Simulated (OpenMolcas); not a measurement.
# Ta II: from CASSCF to CASPT2

```
Program             : OpenMolcas
Basis               : ANO-R2 [8s6p5d3f1g]
Scalar Hamiltonian  : X2C, finite nucleus
Active space        : 4 electrons in 6 orbitals (5d 6s)
State averaging     : 2S+1 = 5 even, 15 roots; 2S+1 = 3 even, 63 roots (26 in the spin-orbit step); 2S+1 = 1 even, 49 roots (14 in the spin-orbit step)
Spin-orbit coupling : state interaction with AMFI integrals over the reference wave functions, term energies averaged over their components
```

Methods on the same reference wave functions:
A. CASSCF
B. SS-CASPT2, IPEA 0.25 Eh, imaginary shift 0.1 Eh (closed shells correlated: 5s 5p)
C. MS-CASPT2, IPEA 0.25 Eh, imaginary shift 0.1 Eh (closed shells correlated: 5s 5p)

Energies in cm⁻¹ above 5d³ 6s ⁵F₁, the measured ground level; measured values from NIST Handbook of Basic Atomic Spectroscopic Data.

```
             Level      A      B      C  Measured
        5d³ 6s ⁵F₁    0.0    0.0    0.0       0.0
        5d³ 6s ⁵F₂    888    861    829      1031
        5d³ 6s ⁵F₃   2197   2160   2130      2642
        5d³ 6s ⁵F₄   3864   3790   3770      4416
        5d³ 6s ⁵F₅   5786   5650   5650      6187
        5d³ 6s ³P₀   6337   3110   3110          
        5d³ 6s ³P₁   7028   3960   3960          
 5d³ 6s ³P₂ [55 %]   8094   4880   5050          
5d² 6s² ³F₂ [72 %]  10062   3560   2820      3180
       5d² 6s² ³F₃  11991   5860   5500      6831
        5d³ 6s ⁵P₁  12335  10930  10930
```

Deviations, from unrounded energies. A percentage is the sum of absolute deviations over the sum of measured energies, with the sign that they share, or ± where signs differ.

```
                  Against measurement  Levels       A      B      C
       mean absolute deviation (cm-1)       6    2300    530    600
fine structure of the ground term (%)       4   -10.8  -12.7  -13.3
             other configurations (%)       2  +120.3  ±13.4  -16.9
```

B lies closest to measurement on these levels and A furthest from it. The largest miss of B in the table is 5d² 6s² ³F₃, by -970 cm-1. The ranking rests on the paired levels alone, and a cruder setting can come out closer through cancelling errors.

Between B and C the level of the table that moves most is 5d² 6s² ³F₂ [72 %], by 740 cm-1 (lowest in C, highest in B). Moves below CASPT2's spread within the term are not significant.

The mean deviations of B to C differ by less than CASPT2's widest spread within a term (670 cm-1), so their order carries little weight.

From A to B the spin-free energies of the other terms of 5d³ 6s shown, above ⁵F, scale by factors of 0.41 to 0.86.

The lowest spin-free term lies below A's lowest term by 0.248 hartree in B, 0.248 hartree in C.

Term energies are means over components that CASPT2 splits; among the terms shown or strongly mixed into the levels shown the widest spread is 670 cm-1 (5d³ 6s ⁵F, C). Some high roots are left out of the spin-orbit mixing, which shifts the levels that they would mix with. Configurations are named by rounded mean occupations; where the s occupation lies near a half they are strongly mixed, a name can repeat and a true partner stay unpaired. A single d shell beside an s shell can misplace configurations of different d count against each other. Without dynamic correlation excited terms often stand tens of per cent too high (terms of higher spin than the ground term too low), and those without a measured partner can miss by more than the paired ones (holds for A). The CASPT2 spread within a term exceeds the gap to the next term for 5d³ 6s ³P and 5d² 6s² ³F, so the order of their levels is uncertain, and so are names and mixing where such terms share a J (holds for C). Computed and measured levels are paired by configuration, term and J; levels that our copy of the source lacks, or whose pairing is in doubt (as where it misses far off the trend of its configuration), stay unpaired and out of the deviations. Levels of configurations outside the active space are missing. The table leaves out levels that lie high or whose names do not pair safely across all columns.

A share in square brackets marks a mixed level and gives the weight of the term that names it, the lowest over the columns.
